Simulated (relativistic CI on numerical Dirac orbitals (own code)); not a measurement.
## Energy levels of Rb

These numbers are calculated, not measured: Dirac-Coulomb-Breit CI, separate exchange-only KLI orbitals for each configuration, model QED, valence Slater integrals scaled by 0.85, configuration energies shifted to the measured levels that pair with them (semi-empirical) (own radial code, finite nucleus).

Configuration list (outside the closed core [Kr]): 5s, 5p, 4d, 6s, 6p, 5d, 7s, 7p, 6d, 5f, 5g, 4f, 7d, 6f. Levels of other configurations are missing.

The lowest level is 5s 2S_1/2, with 100 % of that term; Hund's rules for 5s give 2S with J = 1/2, in agreement.

```
No.  Configuration  Term    J  E (cm⁻¹)    %  Landé g  jj configuration (%)
  1             5s    2S  1/2       0.0  100    2.002              5s (100)
  2             5p   2P°  1/2   12611.9  100    0.666           5p1/2 (100)
  3             5p   2P°  3/2   12783.6  100    1.334           5p3/2 (100)
  4             4d    2D  5/2   19340.7  100    1.200           4d5/2 (100)
  5             4d    2D  3/2   19370.2  100    0.800           4d3/2 (100)
  6             6s    2S  1/2   20132.5  100    2.002              6s (100)
  7             6p   2P°  1/2   23726.0  100    0.666           6p1/2 (100)
  8             6p   2P°  3/2   23781.6  100    1.334           6p3/2 (100)
  9            5d‡    2D  5/2   26116.7  100    1.200           5d5/2 (100)
 10            5d‡    2D  3/2   26139.8  100    0.800           5d3/2 (100)
 11            7s‡    2S  1/2   26495.3  100    2.002              7s (100)
 12            4f‡   2F°  7/2   27969.4  100    1.143           4f7/2 (100)
 13            4f‡   2F°  5/2   27969.5  100    0.857           4f5/2 (100)
 14            7p‡   2P°  1/2   28158.4  100    0.666           7p1/2 (100)
 15            7p‡   2P°  3/2   28181.8  100    1.334           7p3/2 (100)
 16            6d‡    2D  5/2   29271.5  100    1.200           6d5/2 (100)
 17            6d‡    2D  3/2   29289.6  100    0.800           6d3/2 (100)
 18            5g‡    2G  7/2   30438.9  100    0.889           5g7/2 (100)
 19            5g‡    2G  9/2   30438.9  100    1.111           5g9/2 (100)
 20            5f‡   2F°  7/2   30443.2  100    1.143           5f7/2 (100)
 21            5f‡   2F°  5/2   30443.3  100    0.857           5f5/2 (100)
 22            7d‡    2D  5/2   31004.5  100    1.200           7d5/2 (100)
 23            7d‡    2D  3/2   31018.2  100    0.800           7d3/2 (100)
 24            6f‡   2F°  7/2   31783.7  100    1.143           6f7/2 (100)
 25            6f‡   2F°  5/2   31783.7  100    0.857           6f5/2 (100)
```

Energies count from the lowest computed level; ° marks odd parity. Filled j subshells are mostly left out of the jj labels. ‡ marks configurations that were not tied to measured data.

The mean weight of the leading LS term, summed over parents, in these 25 levels is 100 %, and that of the leading jj configuration (from the same eigenvectors) 100 %.

Configurations whose levels could be paired with our table of measured levels were shifted onto them, all but the ground configuration, by the median error of their levels; single terms can still be off by 1,000 to 2,000 cm⁻¹ or more, and rates follow the energies as ν³ (E1, M1) or ν⁵ (E2). The others borrow a shift and can be off by several thousand cm⁻¹ or more. The fine structure of a lone outer electron comes out too small, for d and f at times inverted, and misplaced configurations move strength between like terms. 7 of the 7 excited levels that our extract of the measured tables holds in this range could be paired (the sources list more); they are missed by 17 cm⁻¹ on average and 33 at most, after the shifts were fitted to these levels, and levels without a partner can miss by more.
